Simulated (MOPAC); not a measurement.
Job for MOPAC: PM3 on CH6OSn (SMILES C[O][SnH3]), a point of a bond scan (R = 3.428 Å).

```
PM3 1SCF PRECISE CHARGE=0 THREADS=1
CH6OSn

Sn     0.56358742 1    -0.14212840 1     0.07113681 1
O     -1.10911916 1     0.87441601 1    -0.23959734 1
C     -2.34967075 1     0.19758908 1    -0.23043021 1
H      0.79358530 1    -2.52361092 1    -2.38433205 1
H      1.77657773 1     1.04855157 1    -0.02640541 1
H      0.44542760 1    -0.86791309 1     1.61958641 1
H     -2.55889749 1    -0.28012433 1     0.73608768 1
H     -2.41218816 1    -0.57268664 1    -1.01075683 1
H     -3.13789932 1     0.93059938 1    -0.41939475 1
```

The log:

```
*******************************************************************************
 **                                                                           **
 **                              MOPAC v23.2.5                                **
 **                                                                           **
 *******************************************************************************
 ** MOPAC's Digital Object Identifier: https://doi.org/10.5281/zenodo.6511958 **
 **                                                                           **
 ** Please cite the open-source release paper for use of this MOPAC version:  **
 ** J. E. Moussa and J. J. P. Stewart (2026)                                  **
 ** MOPAC: An open-source semiempirical molecular orbital program             **
 ** J. Open Source Softw., 11(119), 8025, https://doi.org/10.21105/joss.08025 **
 *******************************************************************************

                              PM3 CALCULATION RESULTS

 *******************************************************************************
 *  PM3        - The PM3 Hamiltonian to be used
 *
 *
 *
 *                 CHARGE ON SYSTEM = 0
 *
 *
 *
 *  PRECISE    - TIGHTER CRITERIA TO BE USED
 *  1SCF       - DO 1 SCF AND THEN STOP
 *  THREADS=1  - MULTI-THREADING NOT USED
 *  T=         - A TIME OF 172800.0 SECONDS REQUESTED
 *  DUMP=N     - RESTART FILE WRITTEN EVERY 7200.0 SECONDS REQUESTED
 *******************************************************************************
PM3 1SCF PRECISE CHARGE=0 THREADS=1
 CH6OSn

   ATOM   CHEMICAL          X               Y               Z
  NUMBER   SYMBOL      (ANGSTROMS)     (ANGSTROMS)     (ANGSTROMS)

     1      Sn          0.56358742  *  -0.14212840  *   0.07113681  *
     2       O         -1.10911916  *   0.87441601  *  -0.23959734  *
     3       C         -2.34967075  *   0.19758908  *  -0.23043021  *
     4       H          0.79358530  *  -2.52361092  *  -2.38433205  *
     5       H          1.77657773  *   1.04855157  *  -0.02640541  *
     6       H          0.44542760  *  -0.86791309  *   1.61958641  *
     7       H         -2.55889749  *  -0.28012433  *   0.73608768  *
     8       H         -2.41218816  *  -0.57268664  *  -1.01075683  *
     9       H         -3.13789932  *   0.93059938  *  -0.41939475  *



          CARTESIAN COORDINATES

    NO.       ATOM           X           Y           Z

     1        Sn          0.5636     -0.1421      0.0711
     2         O         -1.1091      0.8744     -0.2396
     3         C         -2.3497      0.1976     -0.2304
     4         H          0.7936     -2.5236     -2.3843
     5         H          1.7766      1.0486     -0.0264
     6         H          0.4454     -0.8679      1.6196
     7         H         -2.5589     -0.2801      0.7361
     8         H         -2.4122     -0.5727     -1.0108
     9         H         -3.1379      0.9306     -0.4194

  H: (PM3): J. J. P. STEWART, J. COMP. CHEM. 10, 209 (1989).
  C: (PM3): J. J. P. STEWART, J. COMP. CHEM. 10, 209 (1989).
  O: (PM3): J. J. P. STEWART, J. COMP. CHEM. 10, 209 (1989).
 Sn: (PM3): J. J. P. STEWART, J. COMP. CHEM. 12, 320-341 (1991).

           Empirical Formula: C H6 O Sn  =     9 atoms



      MOLECULAR POINT GROUP   :   C1


      RHF CALCULATION, NO. OF DOUBLY OCCUPIED LEVELS = 10


 -------------------------------------------------------------------------------
 PM3 1SCF PRECISE CHARGE=0 THREADS=1
 CH6OSn



     1SCF WAS SPECIFIED, SO BFGS WAS NOT USED
     SCF FIELD WAS ACHIEVED


                              PM3 CALCULATION
                                                       MOPAC v23.2.5 Linux




          FINAL HEAT OF FORMATION =         97.07005 KCAL/MOL =     406.14111 KJ/MOL


          COSMO AREA              =        126.95 SQUARE ANGSTROMS
          COSMO VOLUME            =        112.19 CUBIC ANGSTROMS

          IONIZATION POTENTIAL    =          8.599429 EV
          HOMO LUMO ENERGIES (EV) =         -8.599 -3.049
          NO. OF FILLED LEVELS    =         10
          MOLECULAR WEIGHT        =        152.7478         POINT GROUP:  C1

          MOLECULAR DIMENSIONS (Angstroms)

            Atom       Atom       Distance
            H     9    H     4     5.59009
            H     8    H     5     4.31150
            H     9    H     6     2.63435


          SCF CALCULATIONS        =          1





   ATOM   CHEMICAL          X               Y               Z
  NUMBER   SYMBOL      (ANGSTROMS)     (ANGSTROMS)     (ANGSTROMS)

     1      Sn          0.56358742  *  -0.14212840  *   0.07113681  *
     2       O         -1.10911916  *   0.87441601  *  -0.23959734  *
     3       C         -2.34967075  *   0.19758908  *  -0.23043021  *
     4       H          0.79358530  *  -2.52361092  *  -2.38433205  *
     5       H          1.77657773  *   1.04855157  *  -0.02640541  *
     6       H          0.44542760  *  -0.86791309  *   1.61958641  *
     7       H         -2.55889749  *  -0.28012433  *   0.73608768  *
     8       H         -2.41218816  *  -0.57268664  *  -1.01075683  *
     9       H         -3.13789932  *   0.93059938  *  -0.41939475  *

                             CARTESIAN COORDINATES

   1   Sn        0.563587420    -0.142128400     0.071136810
   2    O       -1.109119160     0.874416010    -0.239597340
   3    C       -2.349670750     0.197589080    -0.230430210
   4    H        0.793585300    -2.523610920    -2.384332050
   5    H        1.776577730     1.048551570    -0.026405410
   6    H        0.445427600    -0.867913090     1.619586410
   7    H       -2.558897490    -0.280124330     0.736087680
   8    H       -2.412188160    -0.572686640    -1.010756830
   9    H       -3.137899320     0.930599380    -0.419394750


           Empirical Formula: C H6 O Sn  =     9 atoms



      MOLECULAR POINT GROUP   :   C1


                  EIGENVALUES
 -36.44462 -26.24268 -17.17016 -15.66126 -15.40904 -14.53867 -12.37274 -11.37362
 -10.99235  -8.59943  -3.04879   0.05210   0.34593   0.91177   3.76532   4.36520
   4.47200   5.17551


              NET ATOMIC CHARGES AND DIPOLE CONTRIBUTIONS

  ATOM NO.   TYPE          CHARGE      No. of ELECS.   s-Pop       p-Pop
    1         Sn           0.476090        3.5239     1.20447     2.31944
    2          O          -0.444480        6.4445     1.83178     4.61270
    3          C           0.101191        3.8988     1.12155     2.77726
    4          H           0.008506        0.9915     0.99149
    5          H          -0.082500        1.0825     1.08250
    6          H          -0.108502        1.1085     1.10850
    7          H           0.005314        0.9947     0.99469
    8          H           0.006662        0.9933     0.99334
    9          H           0.037721        0.9623     0.96228
 DIPOLE           X         Y         Z       TOTAL
 POINT-CHG.     0.900    -2.019    -0.458     2.257
 HYBRID        -0.606     0.573     0.627     1.043
 SUM            0.294    -1.446     0.168     1.485


          ATOMIC ORBITAL ELECTRON POPULATIONS

     Atom    s        px        py        pz
    1 Sn   1.20447   0.67031   0.80596   0.84317
    2  O   1.83178   1.21212   1.48102   1.91956
    3  C   1.12155   0.86020   0.94912   0.96794
    4  H   0.99149
    5  H   1.08250
    6  H   1.10850
    7  H   0.99469
    8  H   0.99334
    9  H   0.96228

 **********************
 *                    *
 * JOB ENDED NORMALLY *
 *                    *
 **********************




 == MOPAC DONE ==
```

The run finished.

Cost: about 0.020 core-seconds (a rough figure).
